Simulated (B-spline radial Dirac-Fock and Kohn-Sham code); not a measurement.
## Successive ionisation energies of tin: Dirac-Fock against NIST

Method: Dirac-Fock energy differences between relaxed states, corrected for Breit and QED terms. Computed with an atomic code on a B-spline grid. Each value is the difference of the configuration-average energies of two neighbouring ions in their tabulated ground configurations. Correlation and solid-state effects are left out. NIST's values refer to the lowest levels; many for high charge states are themselves semi-empirical or theoretical. Where a p, d or f shell is open in either ion the computed value averages over both j values and all terms, while the table refers to the lowest levels; that difference holds spin-orbit splitting (largest in heavy or highly charged ions), term energies where several electrons share open shells, and correlation, and it can reach 10 % or more.

```csv
ion,configuration,computed (eV),NIST (eV),kind,NIST − computed (eV)
Sn⁴¹⁺,[He] 2s2 2p5,6711.1,6631 ± 10,semi-empirical,-80.08
Sn⁴²⁺,[He] 2s2 2p4,6933.2,6859 ± 13,semi-empirical,-74.17
Sn⁴³⁺,[He] 2s2 2p3,7158.3,7080 ± 50,semi-empirical,-78.29
Sn⁴⁴⁺,[He] 2s2 2p2,7386.4,7531 ± 8,semi-empirical,+144.56
Sn⁴⁵⁺,[He] 2s2 2p1,7617.6,7790 ± 4,theoretical,+172.37
Sn⁴⁶⁺,[He] 2s2,8096.8,8103 ± 7,semi-empirical,+6.18
Sn⁴⁷⁺,[He] 2s1,8306.7,8306.95 ± 0.04,theoretical,+0.22
Sn⁴⁸⁺,1s2,34254.7,34257.15 ± 0.022,theoretical,+2.42
Sn⁴⁹⁺,1s1,35192.6,35192.5 ± 0.011,theoretical,-0.08
```

Q: Where in this range is the largest relative jump, and why?

A: From Sn⁴⁷⁺ (8306.7 eV) to Sn⁴⁸⁺ (34254.7 eV), a factor of 4.12. The configuration goes from [He] 2s1 to 1s2, so the next electron comes out of a deeper subshell.
